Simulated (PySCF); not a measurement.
AlOF, SMILES [F][Al]=[O]. The structure is a stationary point at B3LYP-D3(BJ)/def2-TZVP.

TDA-PBE/def2-TZVPD run with PySCF 2.14.0 puts the lowest singlet excitations at 3.10, 3.10, 4.82, 5.53, 5.61, 5.61 eV.

### Question
What are the lowest excitation roots from ADC(2)/aug-cc-pVDZ (PySCF)? (An estimate is asked for; the answer gives what the named calculation found.)

### Answer
2.81, 2.81, 4.35, 5.20, 5.20, 5.21 eV. S1 differs by -0.29 eV (second minus first; roots are paired by order, and the bases may differ).
